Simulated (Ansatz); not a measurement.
Problem. Predict a relaxed structure of GaMe2H (C2H7Ga), charge 0, singlet, at r2SCAN-D4/def2-SVP (Ansatz).

Solution. 
Cartesian coordinates in Å:
```
C -0.455 1.151 -1.211
C -0.009 -1.133 1.304
Ga 0.713 -0.026 -0.153
H -0.452 2.155 -0.750
H -1.501 0.806 -1.225
H -0.103 1.275 -2.247
H -0.144 -2.165 0.931
H -0.989 -0.783 1.663
H 0.685 -1.197 2.158
H 2.253 -0.083 -0.471
```
 This is one stationary point.
